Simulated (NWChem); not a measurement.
A series in which one site is exchanged, each optimised at PBE0/def2-SVP with NWChem, gas phase unless a solvent is named. For some, no frequency run checked for a minimum. def2 effective core potentials on Sr, Ba; no spin-orbit coupling.

A: FSF (SF2; site = S)
B: [F][Ba][F] (BaF$_{2}$; site = Ba)
C: [F][Ca][F] (CaF₂; site = Ca)
D: [Sr]([F])[F] (SrF$_{2}$; site = Sr)

Values for A:

- dipole (D), PBE0/def2-SVP = 1.41
- orbital gap (eV), PBE0/def2-SVP = 5.75
- vertical ionisation energy, ΔSCF, PBE/def2-SVP (eV) = 9.90
- static polarisability, PBE/def2-SVPD (bohr³) = 24.8
- lowest singlet excitation, PBE/def2-SVPD, TDA (eV) = 3.30

### Question
How do these values change for the other members?

### Answer
| change from A | B | C | D |
|---|---|---|---|
| dipole (D), PBE0/def2-SVP | +5.68 | +3.04 | +4.58 |
| orbital gap (eV), PBE0/def2-SVP | +0.51 | +1.13 | +0.56 |
| vertical ionisation energy, ΔSCF, PBE/def2-SVP (eV) | -0.12 | +0.83 | +0.28 |
| static polarisability, PBE/def2-SVPD (bohr³) | +11.4 | 0.0 | +4.2 |
| lowest singlet excitation, PBE/def2-SVPD, TDA (eV) | +1.27 | +1.56 | +1.09 |
